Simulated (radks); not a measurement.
Results of a calculation; reference values are marked as such.
Os73+, configuration [He] 2s1.

Level of theory: scalar-relativistic Kohn-Sham, PBE, spin-unpolarised, spherical densities, point nucleus; without spin polarisation the odd electron is poorly described (a radial shooting solver on a logarithmic mesh with Libxc functionals).

Energy parts (Ry):
total: -14042.0107
kinetic: 16774.6944
electron-nucleus: -30993.5160
Hartree: 299.8326
exchange-correlation: -123.0216

Orbitals (lengths in bohr, moments of r in powers of bohr):
orbital  occ.  eigenvalue (Ry)       <r^4>
1s          2        -6122.945   4.995e-07
2s          1        -1529.331  0.00006168
2p          0        -1422.023  0.00004566
3s          0        -658.1474    0.001444

The highest occupied level is 2s at -20808 eV. For comparison, the ionisation energy in NIST's Atomic Spectra Database is 20920.6 eV (theoretical). In exact Kohn-Sham theory the highest level is minus the ionisation energy, but local and semilocal functionals leave it too shallow, through self-interaction and a potential that decays too fast; potentials with the right tail come closer.
